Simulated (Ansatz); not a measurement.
Ideal-gas functions of BFGaHO, SMILES `F[B]1[O][GaH]1` at 600 K and 1 bar, from an Ansatz frequency run at PBE0-D4/def2-TZVP.

Molar mass 116.54 g/mol, point group Cs (symmetry number 1), electronic degeneracy 1, moments of inertia 30.591, 180.342, 210.932 u Å². Harmonic wavenumbers (cm⁻¹, unscaled): 237, 336, 348, 501, 506, 596, 1096, 1637, 1989.

Use S(trans) = R[1.5 ln M + 2.5 ln T − 1.1517]; rotational temperatures θ = 24.2544 K / I; S(rot) = R[ln(√π/σ · √(T³/θAθBθC)) + 1.5]; for each mode x = 1.438777 ν̃/T, S = R[x/(eˣ − 1) − ln(1 − e⁻ˣ)] and H = RT x/(eˣ − 1); 1 cm⁻¹ = 0.0119627 kJ/mol; R = 8.31446 J/(mol·K).

By hand: the entropy, in J/(mol·K).

Translation 182.7. Rotation: θ = 0.7929, 0.1345, 0.115 K, giving 115.3. Vibration, mode by mode: 13.12, 10.33, 10.06, 7.27, 7.20, 6.02, 2.32, 0.82, 0.41, in all 57.6. Electronic 0.0. Sum 355.6 J/(mol·K).

By hand: H − E and G − E in kJ/mol, counted from the electronic energy.

Zero-point energy ½ × 7246 × 0.0119627 = 43.3; thermal vibration 19.1; translation, rotation and pV give 4 RT = 20.0. H − E = 82.4 kJ/mol, and G − E = 82.4 − 600 × 355.6/1000 = -131.0 kJ/mol.

Vibration gives 16 % of the entropy.
